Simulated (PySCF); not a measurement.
**Cl²⁺: excitation energy**

Cl²⁺ [Ne] 3s2 3p3 (4S) → Cl²⁺ [Ne] 3s1 3p3 4s1 (6S), as a difference of total energies. Computed with PySCF 2.14 in dyall-av3z, with no relativity, point nucleus. Correlated levels: valence: [Ne] frozen; virtual orbitals above 40 to 60 times the deepest correlated orbital energy dropped. The calculations carry no spin-orbit coupling.

```json
{"method": "UHF", "excitation energy (eV)": "27.973"}
{"method": "MP2 (valence)", "excitation energy (eV)": "29.615"}
{"method": "SCS-MP2 (valence)", "excitation energy (eV)": "30.222"}
{"method": "CCSD (valence)", "excitation energy (eV)": "29.859"}
{"method": "CCSD(T) (valence)", "excitation energy (eV)": "29.928"}
```

Problem. How much does correlation contribute at CCSD(T) (valence)?

Solution. 29.928 − (27.973) = 1.955 eV, measured against UHF.

The promoted electron is Rydberg-like, and one or two diffuse shells describe it only roughly, which tends to raise the upper state.
